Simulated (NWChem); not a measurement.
The numbers come from NWChem runs, not from measurements. System: GaN, charge 0, spin multiplicity 3, at a geometry optimised with UPBE0/def2-SVP. The structure started from a generated list of species. Its SCF solution wasn't tested for a lower state. Level: UB2PLYP/def2-TZVP, 10 core orbitals frozen.

Part of the output:

```
             Northwest Computational Chemistry Package (NWChem) 7.3.0
             --------------------------------------------------------

                                NWChem Input Module
                                -------------------

 Scaling coordinates for geometry "geometry" by  1.889725989
 (inverse scale =  0.529177249)

 Turning off AUTOSYM since
 SYMMETRY directive was detected!

                             Geometry "geometry" -> ""
                             -------------------------

 Output coordinates in angstroms (scale by  1.889725989 to convert to a.u.)

  No.       Tag          Charge          X              Y              Z
 ---- ---------------- ---------- -------------- -------------- --------------
    1 Ga                  31.0000     0.00000000     0.00000000     0.34030900
    2 N                    7.0000     0.00000000     0.00000000    -1.50708200

 Effective nuclear repulsion energy (a.u.)      62.1587216961

            Nuclear Dipole moment (a.u.)
            ----------------------------
        X                 Y               Z
 ---------------- ---------------- ----------------
     0.0000000000     0.0000000000     0.0000094486

      Symmetry information
      --------------------

 Group name             C2v
 Group number             16
 Group order               4
 No. of unique centers     2

      Symmetry unique atoms

     1    2


 Summary of "ao basis" -> "" (spherical)
 ------------------------------------------------------------------------------
       Tag                 Description            Shells   Functions and Types
 ---------------- ------------------------------  ------  ---------------------
 *                         def2-tzvp                  on all atoms

  dft_input: which_mp2 not specified, using semidirect MP2 by default.

                                 NWChem DFT Module
                                 -----------------

 Summary of "ao basis" -> "ao basis" (spherical)
 ------------------------------------------------------------------------------
       Tag                 Description            Shells   Functions and Types
 ---------------- ------------------------------  ------  ---------------------
 Ga                        def2-tzvp                16       48   6s5p4d1f
 N                         def2-tzvp                11       31   5s3p2d1f

 Summary of "ao basis" -> "ao basis" (spherical)
 ------------------------------------------------------------------------------
       Tag                 Description            Shells   Functions and Types
 ---------------- ------------------------------  ------  ---------------------
 Ga                        def2-tzvp                16       48   6s5p4d1f
 N                         def2-tzvp                11       31   5s3p2d1f

      Symmetry analysis of basis
      --------------------------

        a1         35
        a2          8
        b1         18
        b2         18

            General Information
            -------------------
          SCF calculation type: DFT
          Wavefunction type:  spin polarized.
          No. of atoms     :     2
          No. of electrons :    38
           Alpha electrons :    20
            Beta electrons :    18
          Charge           :     0
          Spin multiplicity:     3
          Use of symmetry is: on ; symmetry adaption is: on
          Maximum number of iterations: 100
          AO basis - number of functions:    79
                     number of shells:    27
          Convergence on energy requested:  1.00D-06
          Convergence on density requested:  1.00D-05
          Convergence on gradient requested:  5.00D-04

              XC Information
              --------------
                     Hartree-Fock (Exact) Exchange  0.530
                    Becke 1988 Exchange Functional  0.470
              Lee-Yang-Parr Correlation Functional  0.730

             Grid Information
             ----------------
          Grid used for XC integration:  medium
          Radial quadrature: Mura-Knowles
          Angular quadrature: Lebedev.
          Tag              B.-S. Rad. Rad. Pts. Rad. Cut. Ang. Pts.
          ---              ---------- --------- --------- ---------
[...]
     5     -0.070323  1 Ga s                 51      0.063105  2 N  s

 Vector   21  Occ=0.000000D+00  E= 4.467082D-03  Symmetry=b1
              MO Center=  6.8D-13, -2.8D-15,  3.2D-01, r^2= 4.4D+00
   Bfn.  Coefficient  Atom+Function         Bfn.  Coefficient  Atom+Function
  ----- ------------  ---------------      ----- ------------  ---------------
    19      0.780886  1 Ga px                16      0.329330  1 Ga px
    60     -0.302274  2 N  px                54     -0.204188  2 N  px
    57     -0.156787  2 N  px                10     -0.140965  1 Ga px
    40     -0.093421  1 Ga d  1               7      0.053757  1 Ga px
    25      0.049005  1 Ga d  1              13     -0.031663  1 Ga px

   alpha - beta orbital overlaps
   -----------------------------

   alpha      1      2      3      4      5      6      7      8      9     10
    beta      1      2      3      4      5      6      7      8     10      9
 overlap   1.000  1.000  1.000  1.000  1.000  1.000  1.000  1.000  1.000  1.000

   alpha     11     12     13     14     15     16     17     18     19     20
    beta     11     14     12     13     15     16     17     19     18     20
 overlap   0.899  1.000  1.000  0.917  1.000  0.972  0.824  0.753  0.987  0.821

   alpha     21     22     23     24     25     26     27     28     29     30
    beta     22     21     23     26     24     25     27     31     29     28
 overlap   0.759  0.989  0.976  0.799  1.000  0.814  0.962  0.762  0.840  0.785

   alpha     31     32     33     34     35     36     37     38     39     40
    beta     30     32     33     35     34     36     40     37     38     39
 overlap   0.839  0.997  0.980  0.977  0.998  0.992  0.992  1.000  1.000  0.999

   alpha     41     42     43     44     45     46     47     48     49     50
    beta     41     42     45     43     44     47     46     50     49     48
 overlap   0.998  0.997  0.999  1.000  1.000  0.993  0.999  0.710  0.998  0.714

   alpha     51     52     53     54     55     56     57     58     59     60
    beta     51     53     52     54     56     55     57     58     59     61
 overlap   0.997  0.998  0.999  0.997  0.970  0.996  0.997  1.000  0.995  0.970

   alpha     61     62     63     64     65     66     67     68     69     70
    beta     60     62     63     64     65     67     66     69     68     71
 overlap   0.996  0.999  1.000  1.000  1.000  0.992  0.997  0.995  1.000  0.992

   alpha     71     72     73     74     75     76     77     78     79
    beta     70     72     74     73     77     75     76     78     79
 overlap   0.997  0.993  0.995  1.000  1.000  0.990  1.000  0.994  1.000

     --------------------------
     Expectation value of S2:
     --------------------------
      <S2> =      2.0423 (Exact =     2.0000)

 center of mass
 --------------
 x =   0.00000000 y =   0.00000000 z =   0.05360178

 moments of inertia (a.u.)
 ------------------
         141.845165996920           0.000000000000           0.000000000000
           0.000000000000         141.845165996920           0.000000000000
           0.000000000000           0.000000000000           0.000000000000

     Multipole analysis of the density
     ---------------------------------

     L   x y z        total         alpha         beta         nuclear
     -   - - -        -----         -----         ----         -------
     0   0 0 0     -0.000000    -20.000000    -18.000000     38.000000

     1   1 0 0     -0.000000     -0.000000     -0.000000      0.000000
     1   0 1 0     -0.000000     -0.000000      0.000000      0.000000
     1   0 0 1      1.001276      2.741215     -1.739948      0.000009

     2   2 0 0    -16.456790     -8.518129     -7.938660      0.000000
     2   1 1 0      0.000000     -0.000000      0.000000      0.000000
     2   1 0 1      0.000000      0.000000      0.000000      0.000000
     2   0 2 0    -14.479543     -8.498106     -5.981438      0.000000
     2   0 1 1      0.000000      0.000000      0.000000      0.000000
     2   0 0 2    -19.182906    -53.909691    -34.870365     69.597150

                   NWChem MP2 Semi-direct Energy/Gradient Module
                   ---------------------------------------------

  Basis functions       =     79
  Molecular orbitals    =     79
  Frozen core           =     10
  Frozen virtuals       =      0
  Active alpha occupied =     10
  Active beta occupied  =      8
  Active alpha virtual  =     59
  Active beta virtual   =     61
  Use MO symmetry       = T
  Use skeleton AO sym   = T

  AO/Fock/Back tols     =   1.0D-09  1.0D-09  1.0D-09

 GA uses MA = F    GA memory limited = T

 Available:
  local mem=  4.43D+07
 global mem=  1.44D+08
 local disk=  0.00D+00
  mp2_memr nvloc                    59
  nvloc new                    59
   1 passes of  10:        4194304                      42219                   6321627.
   1 passes of  10: M     44318767           G      144166718           F      40124463.

 Semi-direct pass number   1 of   1  for UHF alpha       at        2.3s
  vrange nnbf                  3146
  mp2_eaftype                    24  avail_ma_in_mb                   386
 EAF : mp2_eaftype filesize          24    3160813.
  mp2_eaf for mointskh                     24
Node 0 wrote     14.8 Mb in      0.0 s     Agg I/O rate:  1257.4 Mb/s
 Done moints_semi at        4.2s
  mp2_eaftype                    24  avail_ma_in_mb                   386
 EAF : mp2_eaftype filesize          24    3160813.
  mp2_eaf for kh                    24
 Done maket at        4.3s
 Done multipass loop at        4.3s

 GA uses MA = F    GA memory limited = T

 Available:
  local mem=  4.43D+07
 global mem=  1.44D+08
 local disk=  0.00D+00
  mp2_memr nvloc                    61
  nvloc new                    61
   1 passes of   8:        4194304                      37121                   5230594.
   1 passes of   8: M     44318767           G      144166718           F      40124463.

 Semi-direct pass number   1 of   1  for UHF beta        at        4.3s
  vrange nnbf                  3146
  mp2_eaftype                    19  avail_ma_in_mb                   386
 EAF : mp2_eaftype filesize          19    2615297.
  mp2_eaf for mointskh                     19
Node 0 wrote     12.3 Mb in      0.0 s     Agg I/O rate:   668.2 Mb/s
 Done moints_semi at        6.2s
  mp2_eaftype                    19  avail_ma_in_mb                   386
 EAF : mp2_eaftype filesize          19    2615297.
  mp2_eaf for kh                    19
 Done maket at        6.3s
 Done multipass loop at        6.3s

          -------------------------------------------
          DFT energy                   -1978.973216325207
          Unscaled MP2 energy             -0.426887491961
          Total DFT+MP2 energy         -1979.088475948037
          -------------------------------------------

 -----------------------
 Performance information
 -----------------------

 Timer overhead =  1.04D-07 seconds/call

               Nr. of calls         CPU time (s)                 Wall time (s)                GFlops
             ---------------    -------------------     ------------------------------   -------------------
Name         Min   Avg   Max    Min     Avg     Max     Min     Avg     Max   Mx/calls   Min     Max     Sum
mp2: moin     2     2     2    3.9     3.9     3.9      3.9     3.9     3.9     1.9      0.0     0.0     0.0
mp2: make     2     2     2   9.57E-2 9.57E-2 9.57E-2  9.57E-2 9.57E-2 9.57E-2 4.78E-2   0.0     0.0     0.0
mp2: tota     1     1     1    4.0     4.0     4.0      4.0     4.0     4.0     4.0      0.0     0.0     0.0

 The average no. of pstat calls per process was 5.00D+00
 with a timing overhead of 5.18D-07s

 Task  times  cpu:        6.2s     wall:        6.2s

 Total times  cpu:        6.3s     wall:        6.3s
```

Question: Write an NWChem input that would produce this output.

Answer: This is not unique; one that fits is 
```
start mol
memory heap 200 mb stack 900 mb global 1100 mb
geometry units angstroms nocenter noautoz
  Ga     0.000000     0.000000     0.340309
  N      0.000000     0.000000    -1.507082
  symmetry group C2v
end
basis spherical
  * library def2-tzvp
end
dft
  xc hfexch 0.53 becke88 0.47 lyp 0.73 mp2 0.27
  dftmp2
  odft
  mult 3
  semidirect memsize 60000000 filesize 0
  iterations 100
end
mp2
  freeze core 10
end
task dft energy
```
